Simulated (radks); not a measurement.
Spherical quantum dot in the effective-mass picture: electrons in a hard-walled sphere of radius 4.32, all in effective atomic units (hartree* = m*/eps^2 hartree, bohr* = eps/m* bohr), one dielectric constant everywhere. Method: non-relativistic Kohn-Sham, LDA (Slater exchange, Perdew-Wang correlation), spin-polarised, spherical densities; computed with a radial shooting solver with Libxc functionals. Levels are named by radial order and angular momentum (1s, 1p, 1d, 2s, ...), and open shells are averaged over m. Results are scaled to m* = 0.064 and eps = 13.7, for which hartree* = 9.279 meV and bohr* = 11.33 nm.

N = 19, configuration 1s2 1p6 1d10 1f(up 1, down 0). This is the lowest configuration that the search found. Occupied and some empty levels:

| level | occupation | eigenvalue (meV) | <r> (nm) |
|---|---|---|---|
| 1s up | 1 | 53.845 | 33.02 |
| 1s down | 1 | 53.941 | 32.97 |
| 1p up | 3 | 55.138 | 34.27 |
| 1p down | 3 | 55.239 | 34.25 |
| 1d up | 5 | 57.378 | 35.36 |
| 1d down | 5 | 57.483 | 35.34 |
| 1f up | 1 | 60.444 | 36.27 |
| 1f down | 0 | 60.553 | 36.26 |
| 2s up | 0 | 62.820 | 21.96 |
| 2s down | 0 | 62.855 | 21.96 |
| 1g up | 0 | 64.268 | 37.04 |
| 1g down | 0 | 64.378 | 37.04 |
| 2p up | 0 | 67.079 | 25.65 |
| 2p down | 0 | 67.127 | 25.64 |
| 2d up | 0 | 72.159 | 27.99 |
| 2d down | 0 | 72.217 | 27.98 |

Energy (meV): total 591.316, kinetic 153.81, external 0, Hartree 502.15, exchange-correlation -64.641.
